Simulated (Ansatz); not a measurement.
Relaxation of C3H11NOSi (17 atoms, charge 0, multiplicity 1), to a largest force component of 0.02 eV/Å in at most 40 steps.

These are results of Ansatz 0.2.0, RKS r2SCAN/6-31G, not measurements.

```xyz
17
Properties=species:S:1:pos:R:3
Si 0.000 0.000 0.000
O 0.000 0.000 1.680
C -1.111 -0.344 2.494
H -1.814 -0.978 1.914
H -0.758 -0.904 3.386
H -1.631 0.581 2.821
H 1.377 0.000 -0.486
H -0.688 1.191 -0.486
N -0.857 -1.485 -0.606
C -1.599 -2.340 0.332
H -1.222 -2.174 1.363
H -2.679 -2.087 0.289
H -1.457 -3.405 0.054
C -0.808 -1.831 -2.034
H -1.610 -1.286 -2.575
H 0.179 -1.543 -2.451
H -0.957 -2.924 -2.156
```

Q: Where does it end, and by what steps?

A: It converged. Limits of this set-up: no polarisation functions. After 34 steps the energy has fallen by 1.130 eV; H6 moved furthest, 2.15 Å.

| step | energy less start (eV) | largest force component (eV/Å) | accepted |
| --- | --- | --- | --- |
| 0 | 0.0000 | 1.435 | yes |
| 2 | -0.6938 | 0.487 | yes |
| 4 | -0.8102 | 0.234 | yes |
| 6 | -0.8704 | 0.228 | yes |
| 8 | -0.8955 | 0.233 | yes |
| 10 | -0.9271 | 0.216 | yes |
| 12 | -0.9440 | 0.141 | yes |
| 14 | -0.9622 | 0.326 | yes |
| 16 | -0.9895 | 0.382 | yes |
| 18 | -1.0219 | 0.310 | yes |
| 20 | -1.0448 | 0.034 | yes |
| 22 | -1.0481 | 0.065 | yes |
| 24 | -1.0553 | 0.434 | yes |
| 26 | -1.0908 | 0.314 | yes |
| 28 | -1.1102 | 0.442 | yes |
| 30 | -1.1267 | 0.023 | yes |
| 32 | -1.1293 | 0.066 | yes |
| 34 | -1.1300 | 0.016 | yes |

```xyz
17
Properties=species:S:1:pos:R:3
Si -0.994 0.169 -0.052
O 0.032 0.378 1.339
C -0.283 -0.206 2.627
H -1.309 0.039 2.944
H -0.169 -1.298 2.606
H 0.422 0.213 3.349
H -0.308 1.021 -1.067
H -2.395 0.579 0.333
N -1.166 -1.453 -0.717
C -2.225 -2.375 -0.310
H -2.999 -1.836 0.248
H -2.695 -2.830 -1.196
H -1.842 -3.191 0.325
C -0.131 -2.064 -1.551
H -0.585 -2.530 -2.439
H 0.580 -1.302 -1.888
H 0.431 -2.843 -1.009
```

Run time: 3 min on 2 threads of Arm Neoverse V2, with other jobs on the host, peak memory 0.18 GiB.
